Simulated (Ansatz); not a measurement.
Geometry optimisation, Ansatz, RKS BHLYP-D4/def2-SVP.

Input file:

```yaml
crystal:
  periodic: [false, false, false]
  atoms:
    - { symbol: Li, position_ang: [-2.0974, -0.5286, -0.5542] }
    - { symbol: "N", position_ang: [-0.1994, -0.4225, -0.5537] }
    - { symbol: C, position_ang: [0.1491, 0.9871, -0.7006] }
    - { symbol: C, position_ang: [0.3094, -0.9281, 0.7396] }
    - { symbol: H, position_ang: [0.64186, 1.35119, 0.21222] }
    - { symbol: H, position_ang: [0.79584, 1.16527, -1.59107] }
    - { symbol: H, position_ang: [-0.83307, 1.60979, -0.84243] }
    - { symbol: H, position_ang: [-0.0335, -1.9844, 0.8189] }
    - { symbol: H, position_ang: [-0.24, -0.355, 1.6127] }
    - { symbol: H, position_ang: [1.3439, -0.8852, 0.8591] }
basis:
  gaussian: { orbitals: def2-SVP }
hamiltonian:
  xc: { name: BHLYP }
  dispersion: d4
relax:
  f_tol: 0.015
  max_steps: 40
```

Run as:

```bash
$ ansatz run input.yaml --threads 1 --pin off --max-ram 2048MiB --backend cpu --events-out ev --progress --plain --runs-dir out
```

Q: Where does it end, and by what steps?

A: It converged. After 7 steps the energy has fallen by 1.002 eV; H9 moved furthest, 0.68 Å.

```
step  energy less start (eV)  largest force component (eV/Å)  accepted
   0                  0.0000                           4.515       yes
   1                 -0.4824                           1.236       yes
   2                 -0.7525                           0.497       yes
   3                 -0.8875                           0.508       yes
   4                 -0.9446                           0.550       yes
   5                 -0.9917                           0.191       yes
   6                 -0.9989                           0.072       yes
   7                 -1.0017                           0.015       yes
```

```xyz
10
Properties=species:S:1:pos:R:3
Li -2.088 -0.765 -0.833
N -0.568 -0.205 -0.223
C 0.038 1.044 -0.560
C 0.262 -0.920 0.694
H 0.199 1.708 0.313
H 1.037 0.938 -1.031
H -0.577 1.616 -1.271
H -0.176 -1.891 0.967
H 0.436 -0.379 1.647
H 1.274 -1.137 0.297
```

Run time: 26 s on 1 thread of Arm Neoverse V2 (shared host), peak memory 0.16 GiB.
